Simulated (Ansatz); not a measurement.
Basis-set extrapolation for CH7BOSi2, SMILES `OCB1[SiH2][SiH2]1` (PBE0-D4/def2-TZVP geometry, frozen core, Ansatz). Multiplicity 1, RHF reference.

|  | def2-TZVPP | def2-QZVPP |
| --- | --- | --- |
| HF | -719.327399 | -719.351067 |
| MP2 correlation | -0.761986 | -0.816216 |
| CCSD(T) correlation | -0.851984 | not run |

Energies in hartree. Use E(X) = E(∞) + A·exp(−7.88·√X) for Hartree–Fock and E(X) = E(∞) + B·X^(−2.97) for correlation, with X = 3 and 4, and add CCSD(T) minus MP2 of the smaller set to the MP2 limit.

What is the CCSD(T) energy at the basis-set limit?

HF limit: -719.351067 + (-0.023668) × 0.13774 = -719.35433. MP2 limit: -0.816216 + (-0.054230) × 0.74074 = -0.85639. Higher-order term: -0.851984 − (-0.761986) = -0.09000. Total: -720.30072 hartree, 3.30 eV below CCSD(T)/def2-TZVPP.
